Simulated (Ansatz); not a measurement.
Problem. Name a neutral molecule of F, N, Si and H with size of the dipole moment (PBE/def2-TZVPP) between 1.85 and 2.15 D and HOMO–LUMO gap (ωB97M-V/def2-TZVPP) between 12.25 and 12.55 eV (Ansatz, PBE0-D4/def2-TZVP geometry).

Solution. `N[SiH](N)F` (1.94 D, 12.45 eV). Other molecules can fit too; these were computed, each in one conformer that needn't be the lowest.
